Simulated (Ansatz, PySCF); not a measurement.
C3H7NSi2, SMILES [SiH3]C1=C[SiH2]N=C1.

The structure is a stationary point at PBE0-D3(BJ)/def2-SVP. The geometry has at least one imaginary mode, so it is a saddle point at that level. The structure was generated by enumeration, and PubChem lists no compound with its InChIKey, so it may never have been made.

Vertical ionisation energy (IE) and electron affinity (EA) in eV. Rows of orbital energies are one-electron estimates. Where ΔSCF, EOM or ADC give a negative EA the extra electron is unbound and the value depends on the basis.

| level | IE | EA |
|---|---|---|
| −ε(HOMO), −ε(LUMO), M06-2X/def2-TZVP (PySCF) | 8.78 | 1.34 |
| −ε(HOMO), −ε(LUMO), PBE/def2-TZVP (PySCF) | 6.04 | 3.18 |
| ΔSCF, PBE0/def2-SVPD (Ansatz), final states of multiplicity 2 and 2 | 9.34 | 0.58 |
| ΔSCF, PBE/def2-SVPD (Ansatz), final states of multiplicity 2 and 2 | 9.18 | 0.63 |

**Question.** What vertical singlet–triplet gap does ΔSCF give with PBE0/def2-SVPD (Ansatz, a quantum-chemistry and plane-wave program) and with PBE/def2-SVPD (Ansatz)? (An estimate is asked for; the answer gives what the named calculation found.)

**Answer.** 3.05 and 2.96 eV (triplet above singlet where positive).
